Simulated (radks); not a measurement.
Task: These are the eigenvalues of the occupied orbitals of an atom or ion with whole-number occupations (hartree). Calculated with a radial shooting solver on a logarithmic mesh with Libxc functionals: Dirac Kohn-Sham, PBE, spin-unpolarised, spherical densities, point nucleus.

orbital  eigenvalue
1s1/2     -370.2057
2s1/2     -77.15890
2p1/2     -73.61084
2p3/2     -72.73695

Which element is it, and in what charge state? The configuration may be excited. Open shells, if any, fill j = l - 1/2 first.

Result: Z = 29, copper, charge +22: Cu22+ in [He] 2s2 2p3. The list shows which subshells hold electrons but not how many an open one holds; the 1s level, -370.21 hartree, gives Z - s = 27.2 by -(Z - s)^2/2, which with screening and relativity narrows Z to a few neighbours, and the depths of the outer levels then fix element, charge and occupations together.
